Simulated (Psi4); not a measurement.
HFOSe, singlet, at a GFN2-xTB geometry; PBE/aug-cc-pVQZ (Psi4).

Psi4 was given this input:
```
memory 2 GB

molecule {
0 1
  Se    0.09634014   -0.00791666    0.40711553
  F    -0.08836816    1.36245012   -0.78926260
  O    -0.17139873   -1.31699401   -0.72908502
  H    -1.10906137   -1.45693277   -0.90588425
}

set basis aug-cc-pvqz

energy('pbe')
print_variables()
```

It wrote (shortened):

```
   => Loading Basis Set <=

    Name: AUG-CC-PVQZ
    Role: ORBITAL
    Keyword: BASIS

         ---------------------------------------------------------
                                   SCF
               by Justin Turney, Rob Parrish, Andy Simmonett
                          and Daniel G. A. Smith
                              RKS Reference
         ---------------------------------------------------------

  ==> Geometry <==

    Molecular point group: c1
    Full point group: C1

    Geometry (in Angstrom), charge = 0, multiplicity = 1:

       Center              X                  Y                   Z               Mass
    ------------   -----------------  -----------------  -----------------  -----------------
         SE           0.077697018505    -0.031365757997     0.364275617722    79.916521800000
         F           -0.107011281495     1.339001022003    -0.832102512278    18.998403162730
         O           -0.190041851495    -1.340443107997    -0.771924932278    15.994914619570
         H           -1.127704491495    -1.480381867997    -0.948724162278     1.007825032230

  Running in c1 symmetry.

  Rotational constants: A =      0.46618  B =      0.25389  C =      0.16669 [cm^-1]
  Rotational constants: A =  13975.70337  B =   7611.32872  C =   4997.21477 [MHz]
  Nuclear repulsion =  198.641852676199136

  Charge       = 0
  Multiplicity = 1
  Electrons    = 52
  Nalpha       = 26
  Nbeta        = 26

  ==> Algorithm <==

  SCF Algorithm Type is DF.
  DIIS enabled.
  MOM disabled.
  Fractional occupation disabled.
  Guess Type is SAD.
  Energy threshold   = 1.00e-06
  Density threshold  = 1.00e-06
  Integral threshold = 1.00e-12

  ==> Primary Basis <==

  Basis Set: AUG-CC-PVQZ
    Blend: AUG-CC-PVQZ
    Number of shells: 79
    Number of basis functions: 299
    Number of Cartesian functions: 384
    Spherical Harmonics?: true
    Max angular momentum: 4

  ==> DFT Potential <==

   => LibXC <=

    Version 7.1.2
    S. Lehtola, C. Steigemann, M. J. T. Oliveira, and M. A. L. Marques,  SoftwareX 7, 1–5 (2018) (10.1016/j.softx.2017.11.002)

   => Composite Functional: PBE <=

    PBE GGA Exchange-Correlation Functional

    J.P. Perdew et. al., Phys. Rev. Lett., 77(18), 3865-3868, 1996

    Deriv               =              1
    GGA                 =           TRUE
    Meta                =          FALSE

    Exchange Hybrid     =          FALSE
    MP2 Hybrid          =          FALSE

   => Exchange Functionals <=

    1.0000     XC_GGA_X_PBE

   => Correlation Functionals <=

    1.0000     XC_GGA_C_PBE

   => LibXC Density Thresholds  <==

    XC_GGA_C_PBE:  1.00E-12
    XC_GGA_X_PBE:  1.00E-15

   => Molecular Quadrature <=

    Radial Scheme          =       TREUTLER
    Pruning Scheme         =           NONE
    Nuclear Scheme         =       TREUTLER

    Blocking Scheme        =         OCTREE
    BS radius alpha        =              1
    Pruning alpha          =              1
    Radial Points          =             75
    Spherical Points       =            302
    Total Points           =          88631
    Total Blocks           =            720
    Max Points             =            256
    Max Functions          =            296
    Weights Tolerance      =       1.00E-15

   => Loading Basis Set <=

    Name: (AUG-CC-PVQZ AUX)
    Role: JKFIT
    Keyword: DF_BASIS_SCF

  ==> Integral Setup <==

  SCF_SUBTYPE=INCORE selected. In-core MEM_DF algorithm will be used.
  Using in-core AOs.

  ==> MemDFJK: Density-Fitted J/K Matrices <==

    J tasked:                   Yes
    K tasked:                    No
    wK tasked:                   No
    Algorithm:                 Core
    Schwarz Cutoff:           1E-12
    Mask sparsity (%):       1.7964
    Fitting Condition:        1E-10

   => Auxiliary Basis Set <=

  Basis Set: (AUG-CC-PVQZ AUX)
    Blend: AUG-CC-PVQZ-JKFIT
    Number of shells: 146
    Number of basis functions: 630
    Number of Cartesian functions: 868
    Spherical Harmonics?: true
    Max angular momentum: 5

  Minimum eigenvalue in the overlap matrix is 6.0563600152E-05.
  Reciprocal condition number of the overlap matrix is 7.2958654677E-06.
    Using symmetric orthogonalization.

  ==> Pre-Iterations <==

  SCF Guess: Superposition of Atomic Densities via on-the-fly atomic UHF (no occupation information).

   -------------------------
    Irrep   Nso     Nmo
   -------------------------
     A        299     299
   -------------------------
    Total     299     299
   -------------------------

  ==> Iterations <==

                           Total Energy        Delta E     RMS |[F,P]|

   @DF-RKS iter SAD: -2574.15754714384138   -2.57416e+03   0.00000e+00
   @DF-RKS iter   1: -2576.05108238875800   -1.89354e+00   7.40918e-03 DIIS/ADIIS
   @DF-RKS iter   2: -2575.00836691018003    1.04272e+00   9.68572e-03 DIIS/ADIIS
   @DF-RKS iter   3: -2576.45528315674937   -1.44692e+00   3.28399e-03 DIIS/ADIIS
   @DF-RKS iter   4: -2576.79841585418626   -3.43133e-01   4.91180e-04 DIIS/ADIIS
   @DF-RKS iter   5: -2576.78072490404202    1.76910e-02   9.08554e-04 DIIS/ADIIS
   @DF-RKS iter   6: -2576.80533033565916   -2.46054e-02   1.02421e-04 DIIS/ADIIS
   @DF-RKS iter   7: -2576.80568757790888   -3.57242e-04   3.66198e-05 DIIS
   @DF-RKS iter   8: -2576.80573861624089   -5.10383e-05   5.08286e-06 DIIS
   @DF-RKS iter   9: -2576.80573956544731   -9.49206e-07   1.23861e-06 DIIS
   @DF-RKS iter  10: -2576.80573962917379   -6.37265e-08   3.45027e-07 DIIS
  Energy and wave function converged.

  ==> Post-Iterations <==

   Electrons on quadrature grid:
      Ntotal   =   51.9999999918 ; deviation = -8.210e-09

    Orbital Energies [Eh]
    ---------------------

    Doubly Occupied:

[...]
    Virtual:

[...]
    Final Occupation by Irrep:
              A
    DOCC [    26 ]
    NA   [    26 ]
    NB   [    26 ]

  @DF-RKS Final Energy: -2576.80573962917379

   => Energetics <=

    Nuclear Repulsion Energy =            198.6418526761991359
    One-Electron Energy =               -3981.4235089219473593
    Two-Electron Energy =                1311.9700225283136206
    DFT Exchange-Correlation Energy =    -105.9941059117389557
    Empirical Dispersion Energy =           0.0000000000000000
    VV10 Nonlocal Energy =                  0.0000000000000000
    Total Energy =                      -2576.8057396291737859

Computation Completed

Properties will be evaluated at   0.000000,   0.000000,   0.000000 [a0]

Properties computed using the SCF density matrix

 Multipole Moments:

 ------------------------------------------------------------------------------------
     Multipole            Electronic (a.u.)      Nuclear  (a.u.)        Total (a.u.)
 ------------------------------------------------------------------------------------

 L = 1.  Multiply by 2.5417464519 to convert [e a0] to [Debye]
 Dipole X            :          1.3694792           -1.8319803           -0.4625011
 Dipole Y            :          1.7260282           -2.3042438           -0.5782156
 Dipole Z            :          4.6337773           -4.2096961            0.4240812
 Magnitude           :                                                    0.8532792

 ------------------------------------------------------------------------------------

  Variable Map:
  ----------------------------------------------------------------------------
[...]
  Array Variable Map:
  ----------------------------------------------------------------------------
[...]
[...]
```
